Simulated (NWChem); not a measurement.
System: tellurium hexafluoride (TeF₆); SMILES F[Te](F)(F)(F)(F)F

The following NWChem deck was run.

```
start job
memory heap 200 mb stack 900 mb global 1100 mb
geometry units angstroms noautoz
  F      0.344218     1.284892     1.322571
  Te     0.000000     0.000000     0.000000
  F     -0.308415    -1.286359     1.329965
  F      0.308415     1.286359    -1.329965
  F     -1.817984     0.461494     0.024790
  F      1.817984    -0.461494    -0.024790
  F     -0.344218    -1.284892    -1.322571
end
basis spherical
  * library sto-3g
end
dft
  xc b3lyp
  iterations 150
  mulliken
end
task dft energy
```

NWChem printed, in part:

```
             Northwest Computational Chemistry Package (NWChem) 7.3.0
             --------------------------------------------------------

 CI  symmetry detected

                             Geometry "geometry" -> ""
                             -------------------------

 Output coordinates in angstroms (scale by  1.889725989 to convert to a.u.)

  No.       Tag          Charge          X              Y              Z
 ---- ---------------- ---------- -------------- -------------- --------------
    1 F                    9.0000    -0.08490300     0.91712598     1.63410494
    2 Te                  52.0000     0.00000000     0.00000000     0.00000000
    3 F                    9.0000     1.46927964    -0.98268481     0.62784877
    4 F                    9.0000    -1.46927964     0.98268481    -0.62784877
    5 F                    9.0000    -1.16303192    -1.30839534     0.67388091
    6 F                    9.0000     1.16303192     1.30839534    -0.67388091
    7 F                    9.0000     0.08490300    -0.91712598    -1.63410494

 Effective nuclear repulsion energy (a.u.)    1020.3260007630

      Symmetry information
      --------------------

 Group name             Ci
 Group number              3
 Group order               2
 No. of unique centers     4

                                 NWChem DFT Module
                                 -----------------

 Summary of "ao basis" -> "ao basis" (spherical)
 ------------------------------------------------------------------------------
       Tag                 Description            Shells   Functions and Types
 ---------------- ------------------------------  ------  ---------------------
 F                           sto-3g                  3        5   2s1p
 Te                          sto-3g                 11       27   5s4p2d

      Symmetry analysis of basis
      --------------------------

        ag         30
        au         27

            General Information
            -------------------
          SCF calculation type: DFT
          Wavefunction type:  closed shell.
          No. of atoms     :     7
          No. of electrons :   106
           Alpha electrons :    53
            Beta electrons :    53
          Charge           :     0
          Spin multiplicity:     1
          Use of symmetry is: on ; symmetry adaption is: on
          Maximum number of iterations: 150
          AO basis - number of functions:    57
                     number of shells:    29
          Convergence on energy requested:  1.00D-06
          Convergence on density requested:  1.00D-05
          Convergence on gradient requested:  5.00D-04

              XC Information
              --------------
                         B3LYP Method XC Potential
                     Hartree-Fock (Exact) Exchange  0.200
                        Slater Exchange Functional  0.800 local
                    Becke 1988 Exchange Functional  0.720 non-local
              Lee-Yang-Parr Correlation Functional  0.810
                  VWN I RPA Correlation Functional  0.190 local

             Grid Information
             ----------------
          Grid used for XC integration:  medium
          Radial quadrature: Mura-Knowles
          Angular quadrature: Lebedev.
          Tag              B.-S. Rad. Rad. Pts. Rad. Cut. Ang. Pts.
          ---              ---------- --------- --------- ---------
          F                   0.50       49           8.0       434
          Te                  1.40      123           5.0       590
          Grid pruning is: on
          Number of quadrature shells:   270
          Spatial weights used:  Erf1

      Superposition of Atomic Density Guess
      -------------------------------------

 Sum of atomic energies:       -7135.11657892

      Non-variational initial energy
      ------------------------------

 Total energy =   -7135.030151
 1-e energy   =  -11905.046675
 2-e energy   =    3749.690524
 HOMO         =      -0.388646
 LUMO         =       0.205881

      Symmetry analysis of molecular orbitals - initial
      -------------------------------------------------

  Numbering of irreducible representations:

     1 ag          2 au

  Orbital symmetries:

     1 ag          2 ag          3 au          4 au          5 au
     6 ag          7 au          8 au          9 au         10 ag
    11 au         12 au         13 au         14 ag         15 ag
    16 ag         17 ag         18 ag         19 ag         20 ag
    21 ag         22 au         23 au         24 au         25 ag
    26 ag         27 ag         28 ag         29 ag         30 ag
    31 au         32 au         33 au         34 ag         35 ag
    36 ag         37 au         38 au         39 au         40 ag
    41 ag         42 ag         43 ag         44 ag         45 au
    46 au         47 au         48 au         49 au         50 au
    51 ag         52 ag         53 ag         54 ag         55 au
    56 au         57 au

     ---------------------------------------------
      Total Density - Mulliken Population Analysis
     ---------------------------------------------

    Atom       Charge   Shell Charges
 -----------   ------   -------------------------------------------------------
    1 F    9     9.56   2.00  1.94  5.61
    2 Te  52    48.65   2.00  2.00  6.00  2.00  5.99  2.01  5.99  0.91  1.75 10.00 10.00
    3 F    9     9.56   2.00  1.94  5.61
    4 F    9     9.56   2.00  1.94  5.61
    5 F    9     9.56   2.00  1.94  5.61
    6 F    9     9.56   2.00  1.94  5.61
    7 F    9     9.56   2.00  1.94  5.61

[...]
```

Level: B3LYP/STO-3G, non-relativistic. Geometry: optimised at PBE0/def2-SVP (def2 core potentials past Kr). No frequency run checked for a minimum.
